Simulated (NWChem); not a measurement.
System: SiNH4OF; SMILES N[Si@H](O)F

```xyz
8

N     -0.5287    -1.4700    -0.2833
Si    -0.0818     0.0277     0.3716
O     -0.9605     1.1870    -0.4105
F      1.4790     0.4422     0.1391
H     -0.6865    -1.6051    -1.2743
H     -0.4130    -2.3391     0.2210
H     -0.2521    -0.0161     1.8426
H     -0.5339     2.0442    -0.4992
```
Atoms are numbered in this order, from 1.

All runs: NWChem. Coordinates come from a PBE0/def2-SVP optimisation.

```tsv
atom	ESP charge (e)	Mulliken charge (e)
N1	-0.898	-0.36
Si2	1.118	0.82
O3	-0.706	-0.39
F4	-0.403	-0.36
H5	0.358	0.13
H6	0.324	0.13
H7	-0.201	-0.16
H8	0.408	0.19
```

Problem. Find the dipole moment that each set of point charges gives, and compare with the B3LYP/def2-SVP density's own.

Solution. 
1. μ = Σ q r × 4.8032 D/(e Å). ESP charges give (-0.39, -0.77, -0.26) D, of length 0.90 D.
2. Mulliken charges give (-1.15, -0.92, -0.05) D, of length 1.5 D.
3. The density's dipole is 0.87 D: the ESP set is off by 0.03 D in length and the Mulliken set by 0.6 D. ESP charges are fitted to the potential outside the molecule; Mulliken charges are a partition of the basis functions.
